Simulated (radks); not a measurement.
Results of a calculation; reference values are marked as such.
Cs13+, configuration [Kr] 4d6.

Code: a radial shooting solver on a logarithmic mesh with Libxc functionals. Model: non-relativistic Kohn-Sham, PBE, spin-polarised, spherical densities, point nucleus; open shells are filled with parallel spins first (spin-orbit coupling, left out, can overturn this in heavy ions); relativity is left out, which matters for an element this heavy.

Energy parts (hartree):
part                       energy
total                  -7499.1712
kinetic                 7496.9956
electron-nucleus      -17376.7454
Hartree                 2557.8758
exchange-correlation    -177.2972

Orbitals (lengths in bohr, moments of r in powers of bohr):
1s up: occ. 1; eigenvalue (hartree) -1267.749; <1/r> 54.47; <r^4> 2.632e-06; <r^2> 0.001021
1s down: occ. 1; eigenvalue (hartree) -1267.748; <1/r> 54.47; <r^4> 2.632e-06; <r^2> 0.001021
2s up: occ. 1; eigenvalue (hartree) -201.8517; <1/r> 12.53; <r^4> 0.0004619; <r^2> 0.01652
2s down: occ. 1; eigenvalue (hartree) -201.7765; <1/r> 12.54; <r^4> 0.0004618; <r^2> 0.01652
2p up: occ. 3; eigenvalue (hartree) -190.7793; <1/r> 12.55; <r^4> 0.0002992; <r^2> 0.01238
2p down: occ. 3; eigenvalue (hartree) -190.7231; <1/r> 12.55; <r^4> 0.0002991; <r^2> 0.01238
3s up: occ. 1; eigenvalue (hartree) -49.30571; <1/r> 4.616; <r^4> 0.01868; <r^2> 0.1114
3s down: occ. 1; eigenvalue (hartree) -49.27050; <1/r> 4.618; <r^4> 0.01860; <r^2> 0.1112
3p up: occ. 3; eigenvalue (hartree) -44.60719; <1/r> 4.546; <r^4> 0.01766; <r^2> 0.1059
3p down: occ. 3; eigenvalue (hartree) -44.56766; <1/r> 4.547; <r^4> 0.01757; <r^2> 0.1057
3d up: occ. 5; eigenvalue (hartree) -35.89574; <1/r> 4.423; <r^4> 0.01381; <r^2> 0.08765
3d down: occ. 5; eigenvalue (hartree) -35.83450; <1/r> 4.423; <r^4> 0.01375; <r^2> 0.08755
4s up: occ. 1; eigenvalue (hartree) -16.26736; <1/r> 1.991; <r^4> 0.4251; <r^2> 0.5470
4s down: occ. 1; eigenvalue (hartree) -16.05166; <1/r> 1.989; <r^4> 0.4280; <r^2> 0.5482
4p up: occ. 3; eigenvalue (hartree) -14.51412; <1/r> 1.911; <r^4> 0.4844; <r^2> 0.5783
4p down: occ. 3; eigenvalue (hartree) -14.30051; <1/r> 1.908; <r^4> 0.4894; <r^2> 0.5804
4d up: occ. 5; eigenvalue (hartree) -11.44020; <1/r> 1.745; <r^4> 0.6411; <r^2> 0.6493
4d down: occ. 1; eigenvalue (hartree) -11.23235; <1/r> 1.741; <r^4> 0.6542; <r^2> 0.6543

The highest occupied level is 4d down at -305.65 eV. Spin moment in Bohr magnetons: 4. The density falls to 0.001 e/bohr^3 at r = 1.89 bohr. For comparison, the ionisation energy in NIST's Atomic Spectra Database is 316 eV (theoretical). In exact Kohn-Sham theory the highest level is minus the ionisation energy, but local and semilocal functionals leave it too shallow, through self-interaction and a potential that decays too fast; potentials with the right tail come closer. The spin density at the nucleus is -2.123 e/bohr^3 (1s -0.162, 2s -1.853, 3s -0.489, 4s 0.381). Summed over all electrons, <r^2> = 10.31 bohr^2, which gives a Langevin (diamagnetic) susceptibility term of -8.17 x 10^-6 cm^3/mol.
